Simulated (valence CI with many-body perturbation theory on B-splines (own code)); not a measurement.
Cd26+: magnetic and hyperfine properties of the levels

Calculated by relativistic CI+MBPT: four valence electrons over a frozen Dirac-Fock core [Ar], radial functions for each j: 7 s, 7 p, 8 d, 6 f, 4 g, 1 h, with the one-electron correlation potential Σ1, the two-electron term Σ2, the three-electron term Σ3, Breit, model QED; selected CI, second order for the rest, scaled by the run's own slope (own B-spline code, finite nucleus).

The last digits are not significant, and no measured levels were compared; by estimate large intervals hold to a few tenths of a per cent, small ones and those within an open d or f shell to about a per cent. Only levels of the ground parity were solved; by the run's estimate the other parity begins above the list, which can be wrong where configurations are misplaced.

A/g_I is the dipole constant over the nuclear g factor μ/I (μ in nuclear magnetons, uniformly magnetised nucleus), B/Q the quadrupole constant per barn. Both hold the static response of the core; the bare values leave it out. Large factors of s and p1/2 electrons are usually good to 5 to 10 %; those of open d and f shells near neutrality can be off by tens of per cent, and small factors of p3/2, d and f electrons come from cancelling terms and can be off by a factor of two or in sign, in half-filled shells by more. B is blank for J = 1/2, where it vanishes, and for nearly pure S terms. Energies count from the lowest level. Levels with J = 0 are left out.

Names give the largest LS component (configuration and term), which can be under half, so a name can repeat, a term be missing and a line seem to break the LS rules; names also repeat where a configuration has a term twice. Letters in brackets count levels of one name in rising energy.

```csv
Level,E (eV),g,A/g_I (MHz),A/g_I bare,B/Q (MHz/b),B/Q bare
3d⁴ ⁵D_1,4.119,1.496,-194,287,4890,4990
3d⁴ ⁵D_2,7.239,1.458,3730,4160,4110,4200
3d⁴ ⁵D_3,9.397,1.427,6510,6910,-1990,-2050
3d⁴ ⁵D_4,10.308,1.326,9380,9680,-9220,-9440
3d⁴ ³H_4,15.705,1.026,11000,11100,1910,1940
3d⁴ ³G_3,18.415,0.917,12100,12100,2350,2400
3d⁴ ³F_2 [a],18.916,0.844,11200,11100,5540,5670
3d⁴ ³H_5,19.489,1.072,11100,11200,10200,10400
3d⁴ ³P_1 [a],19.844,1.351,8840,9160,-526,-548
3d⁴ ³H_6,20.947,1.113,11400,11500,10500,10800
3d⁴ ³G_4,22.924,1.027,12400,12500,-5820,-5940
3d⁴ ³D_2,23.646,1.234,8950,9180,1340,1360
3d⁴ ³D_3,24.628,1.179,11000,11200,3790,3880
3d⁴ ³F_4 [a],24.716,1.144,8880,9040,1210,1240
3d⁴ ³F_3 [a],27.126,1.077,8520,8630,147,151
3d⁴ ³P_2 [a],28.321,1.136,13200,13300,2770,2830
3d⁴ ³G_5,28.805,1.154,9520,9690,-6550,-6700
3d⁴ ³D_1,29.945,0.664,14800,14600,4190,4280
3d⁴ ¹I_6,30.050,1.046,11200,11300,14400,14700
3d⁴ ³F_4 [b],33.453,1.098,9350,9480,8870,9080
3d⁴ ³P_2 [b],34.326,1.183,9900,10100,1370,1400
3d⁴ ¹F_3,35.762,1.064,10500,10600,10700,10900
3d⁴ ³P_2 [c],37.664,1.218,9390,9610,5590,5720
3d⁴ ³F_4 [c],40.517,1.148,8380,8550,-526,-538
3d⁴ ³F_3 [b],42.447,1.065,11700,11800,15100,15400
3d⁴ ³F_2 [b],42.486,0.900,13200,13100,8980,9180
3d⁴ ³P_1 [b],43.040,1.475,2090,2550,-5540,-5660
3d⁴ ¹G_4,45.076,1.055,11700,11800,7210,7380
3d⁴ ¹D_2,54.456,0.997,10900,11000,-15900,-16300
```

Question: Take the isotope of mass number 113, with I = 1/2, μ = -0.6213 μN. What is the hyperfine structure of 3d⁴ ⁵D_4?

Answer: From the table A = -11700 MHz. Shifts from the centre of gravity in MHz: F = 7/2: 29200, F = 9/2: -23400.
